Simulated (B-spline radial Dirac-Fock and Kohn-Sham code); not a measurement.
# Auger decay of the L2 hole in Ni¹²⁺

System: Ni¹²⁺, [Ne] 3s2 3p4.

The run's input, task.json:

```json
{"items": [{
  "Z": 28,
  "q": 12,
  "cfg": [[1, 0, 2], [2, 0, 2], [2, 1, 6], [3, 0, 2], [3, 1, 4]],
  "A": 58,
  "rrms": 3.7757,
  "do": ["binding", "quiet", "decay"],
  "holes": ["K", "L1", "L2", "L3", "M1"]
}]}
```

Command: `python xray_run.py task.json out`

Calculated with a B-spline atomic structure program, using independent-particle radiative and Coulomb Auger rates from relativistic LDA hole-state orbitals, with Dirac-Fock energies. Kinetic energies are configuration averages from the vacuum level; the two-hole energies are estimated from single-hole states.

| transition | kinetic energy (eV) | width (meV) | share (%) |
| --- | --- | --- | --- |
| L2-M1M1 | 361.3 | 3.69 | 2.0 |
| L2-M1M2 | 409.1 | 49.5 | 26.8 |
| L2-M1M3 | 412.5 | 4.19 | 2.3 |
| L2-M2M2 | 450.1 | 27.7 | 15.0 |
| L2-M2M3 | 453.4 | 97.2 | 52.6 |
| L2-M3M3 | 456.7 | 2.58 | 1.4 |

The listed channels hold 100 % of the non-radiative rate. Summed by principal shells, of 0.185 eV in all: LMM 100.0 %.
